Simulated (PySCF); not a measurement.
# Electron correlation in Si²⁺ (silicon, charge +2)

[Ne] 3p2, high-spin 3P determinant (an excited configuration). Computed with PySCF 2.14 in aug-cc-pVDZ-DK, with the spin-free X2C one-electron Hamiltonian (Gaussian nucleus). Frozen: [Ne]; 2 electrons correlated.

With two correlated electrons CCSD is exact within the correlated space (frozen core and kept virtual orbitals).

```csv
level,correlation energy (mhartree)
CCSD,-8.00
```

Diagnostics: T1 = 0.00028, D1 = 0.0004, largest double amplitude 0.058.

Cost of the coupled-cluster step: of the order of 0.08 core-seconds, for 2 correlated electrons.

Iterations:

```
CC2 = 0
CCSD nocc = (np.int64(2), np.int64(0)), nmo = (22, 22)
frozen orbitals [[0, 1, 2, 3, 4], [0, 1, 2, 3, 4]]
max_cycle = 100
direct = 0
conv_tol = 1e-08
conv_tol_normt = 1e-06
diis_space = 8
diis_start_cycle = 0
Init t2, MP2 energy = -0.00511165789597593
Init E_corr(UCCSD) = -0.00511165789601795
cycle = 1  E_corr(UCCSD) = -0.00695543332746965  dE = -0.00184377543  norm(t1,t2) = 0.0210243
cycle = 2  E_corr(UCCSD) = -0.00762081095067482  dE = -0.000665377623  norm(t1,t2) = 0.00775765
cycle = 3  E_corr(UCCSD) = -0.00800371739371659  dE = -0.000382906443  norm(t1,t2) = 0.00288027
cycle = 4  E_corr(UCCSD) = -0.00800157271934174  dE = 2.14467437e-06  norm(t1,t2) = 9.63717e-05
cycle = 5  E_corr(UCCSD) = -0.00800169348128421  dE = -1.20761942e-07  norm(t1,t2) = 1.7248e-05
cycle = 6  E_corr(UCCSD) = -0.00800186026580317  dE = -1.66784519e-07  norm(t1,t2) = 9.61561e-05
cycle = 7  E_corr(UCCSD) = -0.00800176075565852  dE = 9.95101447e-08  norm(t1,t2) = 1.06914e-06
cycle = 8  E_corr(UCCSD) = -0.00800177888962623  dE = -1.81339677e-08  norm(t1,t2) = 2.02626e-07
cycle = 9  E_corr(UCCSD) = -0.00800178218304205  dE = -3.29341582e-09  norm(t1,t2) = 6.36322e-08
UCCSD converged
E(UCCSD) = -288.0435845464747  E_corr = -0.008001782183042047
```
